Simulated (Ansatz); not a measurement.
Born–Oppenheimer molecular dynamics of GeH₆OS (9 atoms, charge 0, multiplicity 1). It starts at the highest image of a converged band. Of that band: Neighbouring images differ by up to 1.5 eV, so the band resolves the path poorly. A vibrational analysis at the climbing image gives one clearly imaginary mode, 1172i cm⁻¹: a first-order saddle point.

Computed with RKS PBE-D4/def2-SVP in Ansatz 0.2.0.

```
ensemble                      : NVE (velocity Verlet)
time step                     : 0.5 fs
steps asked                   : 200
starting velocities drawn for : 100 K
seed                          : 2165
```

First frame:

```xyz
9
Properties=species:S:1:pos:R:3
Ge 0.239 0.147 -0.007
H -0.416 0.246 1.739
O 1.822 -0.114 -0.859
H 1.876 -1.066 -1.078
H -0.769 1.098 -0.693
H -0.271 -1.342 0.056
S 1.381 2.122 1.240
H 2.404 1.336 1.680
H 0.221 1.033 1.836
```

Problem. How far do the bonds stretch over the last three quarters of this one trajectory? (Pairs bonded in most of those frames.)

Solution. 
```
  bond  mean (Å)  spread (Å)  shortest  longest
Ge1–O3     1.809       0.009      1.79     1.82
Ge1–H5     1.558       0.028      1.51     1.61
Ge1–H6     1.564       0.009      1.55     1.59
Ge1–S7     2.270       0.174      2.02     2.54
 H2–H9     0.769       0.003      0.76     0.78
 O3–H4     0.977       0.019      0.95     1.00
 S7–H8     1.365       0.010      1.35     1.38
```

Mean temperature of the second half: 1720 K. The conserved energy stayed within 0.088 meV per atom of its start (net change 0.054 meV per atom), so the integration is sound. The kinetic energy rose, since the run started high on the potential surface and went downhill. It ends in pieces (GeH4OS + H2), so much of that is their flight and rotation, not heat. A run of 0.1 ps of so small a system gives no equilibrium averages. The orbitals stay closed-shell, which can raise the energy where a bond breaks towards radicals; this wasn't checked here.

Time of the run: 3.6 min on 2 threads of Arm Neoverse V2, with other jobs on the host, peak memory 0.13 GiB.
